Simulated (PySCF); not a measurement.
C5H6Se. Atoms are numbered in the order given.

```xyz
12

C      0.8428     2.2286     0.0000
C      0.0696     1.1252     0.0000
C     -1.4541     1.0952     0.0000
C     -1.9486    -0.3251     0.0000
C     -1.0162    -1.2976     0.0000
Se     0.7833    -0.6687     0.0000
H      1.9414     2.1808     0.0000
H      0.3803     3.2286     0.0000
H     -1.8422     1.6475    -0.8863
H     -1.8422     1.6475     0.8863
H     -3.0272    -0.5462     0.0000
H     -1.2045    -2.3803     0.0000
```

Coordinates come from a PBE-D3(BJ)/def2-SVP optimisation. One conformer was computed; it need not be the lowest.

These are PBE/def2-TZVP (PySCF) values and carry that method's errors.

Computed frontier levels, gap, dipole moment and polarisability:
The highest occupied level comes out as -4.70 eV and the lowest empty level comes out as -1.23 eV. The orbital gap is 3.46 eV, the dipole moment comes out as 1.39 D and the quadrupole, principal values (traceless, Buckingham form, about the centre of nuclear charge) is -7.62, 3.45, 4.17 D·Å. The mean static polarisability is 84.9 bohr³ (12.58 Å³) and the polarisability, principal values is 52.6, 95.3, 106.8 bohr³.
